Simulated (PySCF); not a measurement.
Species: C8H10FP.
SMILES with atom numbers: `[CH3:1][P:2]([CH3:3])[c:4]1[cH:5][cH:6][c:7]([F:8])[cH:9][cH:10]1`

Geometry (GFN2-xTB, Å), atoms numbered from 1 in this order:
```xyz
20
C8H10FP angstrom
C     -2.2889    1.1518    0.4321
P     -1.5646    0.1618   -0.9579
C     -2.0687   -1.5247   -0.3758
C      0.1992    0.1426   -0.4149
C      1.1492    0.5058   -1.3636
C      2.4969    0.5226   -1.0547
C      2.8832    0.1687    0.2243
F      4.1955    0.1800    0.5422
C      1.9635   -0.1975    1.1904
C      0.6210   -0.2079    0.8625
H     -3.3705    1.1746    0.3089
H     -1.9120    2.1707    0.3704
H     -2.0458    0.7320    1.4064
H     -1.5473   -2.2721   -0.9705
H     -3.1392   -1.6381   -0.5394
H     -1.8477   -1.6794    0.6785
H      0.8195    0.7777   -2.3559
H      3.2420    0.8026   -1.7827
H      2.3048   -0.4672    2.1779
H     -0.0953   -0.4932    1.6189
```

NICS is the negative of the GIAO shielding at a point without a nucleus: at the ring centre (0) and 1 Å above and below it (1); zz is the component along the ring normal. Level: GIAO PBE0/pcSseg-1 (PySCF, non-relativistic, gas phase) on the GFN2-xTB geometry, one conformer.

Ring bond lengths (Å), with Mayer bond orders in brackets: C4–C5 1.391 (1.45), C5–C6 1.383 (1.41), C6–C7 1.382 (1.43), C7–C9 1.383 (1.42), C9–C10 1.382 (1.45), C10–C4 1.390 (1.35).

Task: What do the NICS probes read (ppm)?

Result: 
```csv
ring,type,NICS(0),"NICS(1), two faces","NICS(1)zz, two faces",rms pucker (Å),"centre to ring atoms, mean (Å)"
C4–C5–C6–C7–C9–C10,6-membered carbocycle; formal bonds all aromatic,-9.8,-11.4 / -11.4,-27.2 / -27.2,0.00,1.39
```

Task: What do they say, and how far can they be read as aromaticity?

Result: 
- C4–C5–C6–C7–C9–C10: mean NICS(1)zz -27.2 ppm, shielded. For a flat ring without four-coordinate atoms the NICS criterion counts such a value as aromatic.

Task: And the bond-length index? HOMA takes Krygowski's 1993 parameters.

Result: 
- C4–C5–C6–C7–C9–C10: HOMA 0.99 = 1 − EN − GEO, with mean bond length 1.385 Å, EN = α(Ropt − mean)² = 0.002 and GEO = α × variance = 0.004. The geometric and the magnetic index point the same way.

Task: At the second NICS(1) probe listed for ring C4–C5–C6–C7–C9–C10, 1 Å off the ring, what do the in-plane components average?

Result: The isotropic value is a third of the trace: (3 × -11.4 − (-27.2))/2 = -3.5 ppm.

Task: How shielded are the nuclei of the rings and their hydrogens (means over atoms taken as equivalent)?

Result: 
```json
{"atoms": "C4", "environment": "substituted aromatic carbon", "σ isotropic (ppm)": "43.6"}
{"atoms": "C5 (×2)", "environment": "aromatic CH carbon", "σ isotropic (ppm)": "46.5"}
{"atoms": "C6 (×2)", "environment": "aromatic CH carbon", "σ isotropic (ppm)": "65.8"}
{"atoms": "C7", "environment": "aromatic C–F carbon", "σ isotropic (ppm)": "12.8"}
{"atoms": "H17 (×2)", "environment": "aromatic hydrogen", "σ isotropic (ppm)": "23.75"}
{"atoms": "H18 (×2)", "environment": "aromatic hydrogen", "σ isotropic (ppm)": "24.38"}
```
